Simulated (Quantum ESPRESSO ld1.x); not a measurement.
Values are calculated unless marked as measured or tabulated.
The neodymium ion Nd+, configuration [Xe] 4f4 6s1. Level of theory: Dirac Kohn-Sham, PBE, spin-unpolarised, spherical densities, point nucleus; open shells are shared between the two j in proportion to 2j + 1; speed of light set to 205.554 atomic units (1.5 times the physical value, a model run) (ld1.x of Quantum ESPRESSO 7.5).

Normalised radial functions P(r) = r R(r) (large component), r in bohr:

```
   r/bohr * 4d5/2 (the largest magnitude, 1.32, reaches the edge; | marks zero)
 0.003338                             *
 0.004524                             *
 0.006131                             *
 0.008376                             *
  0.01135                             *
  0.01539                             *
  0.02102                             *
  0.02849                             |*
  0.03861                             | *
  0.05274                             |   *
  0.07148                             |      *
  0.09687                             |          *
   0.1323                             |              *
   0.1794                             |              *
   0.2431                             |       *
   0.3321                       *     |
   0.4501         *                   |
   0.6149  *                          |
   0.8333       *                     |
    1.129                 *           |
    1.543                         *   |
    2.091                            *|
    2.834                             *
    3.872                             *
    5.247                             *
    7.111                             *
    9.715                             *
    13.17                             *
```

4d5/2: eigenvalue -123.12 eV, 1 radial node at r = 0.294 bohr, <r> = 0.708 bohr, 90 % of the charge inside 1.06 bohr.
